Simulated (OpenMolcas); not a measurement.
## P II: effect of the active space

* Program: OpenMolcas
* Method: CASSCF or its RAS form
* Basis: ANO-RCC-VQZP
* Scalar Hamiltonian: DKH2, point nucleus
* Spin-orbit coupling: RASSI with atomic mean-field integrals over the reference wave functions, term energies averaged over their components

A. 2 electrons in 3 orbitals (3p); 2S+1 = 3 even, 3 roots; 2S+1 = 1 even, 6 roots; cost of the order of 1.9 core-seconds
B. 4 electrons in 4 orbitals (3s 3p); 2S+1 = 3 even, 3 roots; 2S+1 = 1 even, 6 roots; 2S+1 = 5 odd, 1 root; 2S+1 = 3 odd, 9 roots; 2S+1 = 1 odd, 8 roots; cost roughly 11 core-seconds
C. 4 electrons in 8 orbitals (3s 3p 4s 4p); 2S+1 = 3 even, 3 roots; 2S+1 = 1 even, 6 roots; 2S+1 = 5 odd, 1 root; 2S+1 = 3 odd, 9 roots; 2S+1 = 1 odd, 8 roots; cost roughly 15 core-seconds
D. 2 electrons in 9 orbitals (RAS2 3p; RAS3 3d 4s, at most 1 electron); 2S+1 = 3 even, 3 roots; 2S+1 = 1 even, 6 roots; 2S+1 = 3 odd, 18 roots; 2S+1 = 1 odd, 18 roots; cost about 15 core-seconds
E. 4 electrons in 9 orbitals (RAS2 3s 3p; RAS3 3d, at most 2 electrons); 2S+1 = 3 even, 6 roots; 2S+1 = 1 even, 11 roots; 2S+1 = 5 odd, 1 root; 2S+1 = 3 odd, 8 roots; 2S+1 = 1 odd, 8 roots; cost about 23 core-seconds

Energies in cm⁻¹ above 3s² 3p² ³P₀, the measured ground level; measured values from NIST Handbook of Basic Atomic Spectroscopic Data.

```csv
Level,A,B,C,D,E,Measured
3s² 3p² ³P₀,0.0,0.0,0.0,0.0,0.0,0.0
3s² 3p² ³P₁,144,143,139,144,143,165
3s² 3p² ³P₂,419,412,400,419,412,469
3s² 3p² ¹D₂,11611,11675,11250,11611,10470,8882
3s² 3p² ¹S₀,28329,20848,19808,28330,24251,21576
```

Deviations, from unrounded energies. A percentage is the sum of absolute deviations over the sum of measured energies, with the sign that they share, or ± where signs differ.

```tsv
Against measurement	Levels	A	B	C	D	E
mean absolute deviation (cm-1)	4	2400	900	1100	2400	1100
fine structure of the ground term (%)	2	-11.2	-12.4	-15.0	-11.2	-12.6
other terms of the ground configuration (%)	2	+31.1	±11.6	±13.6	+31.1	+14.0
```

B lies closest to measurement on these levels and D furthest from it. The largest miss of B in the table is 3s² 3p² ¹D₂, by +2800 cm-1. The ranking rests on the paired levels alone, and a cruder setting can come out closer through cancelling errors.

Among A to E the level of the table that moves most is 3s² 3p² ¹S₀, by 8500 cm-1 (lowest in C, highest in D).

Without dynamic correlation excited terms often stand tens of per cent too high (terms of higher spin than the ground term too low), and those without a measured partner can miss by more than the paired ones. With the s shell closed, the reference lacks s² → p² mixing (holds for A; D). The run also gave levels led by 3s² 3p 4s, which use shells meant for correlation; these and all levels above them are left out (holds for C). The run also gave levels led by 3s 3p² 3d, 3s² 3p 3d, which use shells meant for correlation; these and all levels above them are left out (holds for E). Measured partners are found by configuration, term and J. A level has none where our copy of the source lacks it or the pairing is in doubt (some pairs that miss far off the trend of their configuration count as doubtful), and it then counts in no deviation. Only configurations of the active space appear. The table leaves out levels that lie high or whose names do not pair safely across all columns.
